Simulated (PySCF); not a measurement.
A structure optimised at B3LYP-D3(BJ)/def2-SVP, used in a PySCF frequency run:

```
Ge
O 1 1.8004
H 2 0.9657 1 112.78
H 1 1.5416 2 102.78 3 180.00
C 1 1.9634 4 111.48 2 117.83
H 5 1.1001 1 110.43 4 -57.63
H 5 1.1013 6 108.63 1 121.55
H 5 1.1015 6 108.63 7 117.50
C 1 1.9634 4 111.48 2 -117.83
H 9 1.1001 1 110.43 4 57.63
H 9 1.1013 10 108.63 1 -121.55
H 9 1.1015 10 108.63 11 -117.50
```
Charge 0, spin multiplicity 1.

Write its SMILES, formula and point group.

[CH3][GeH]([CH3])[OH], C₂H₈GeO, Cs

What are its rotational constants (standard atomic weights)?

5.1041, 4.8024, 3.0376 GHz
